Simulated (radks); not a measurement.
The numbers below are computed, except where a source is named.
Task: All-electron atom: Kr2+ in [Ar] 3d10 4s2 4p4 (the NIST ground configuration). Level of theory: Dirac Kohn-Sham, PBE, spin-unpolarised, spherical densities, finite nucleus; open shells fill j = l - 1/2 first; Fermi nuclear charge, rms radius 4.1884 fm (a radial shooting solver on a logarithmic mesh with Libxc functionals).

Spin-orbit splittings of the eigenvalues, e(l+1/2) - e(l-1/2), with zeta = 2 splitting/(2l+1) and mean radii in bohr:

shell  occ.  splitting (eV)  zeta (eV)  <r> j=l-1/2  <r> j=l+1/2
2p        6           53.84      35.89       0.1573       0.1613
3p        6               ?          ?       0.5332       0.5436
3d       10           1.306     0.5222       0.5524       0.5563
4p        4          0.8014     0.5343        1.718        1.749

Estimate the 3p splitting.

Result: 7.923 eV (zeta = 5.282 eV).
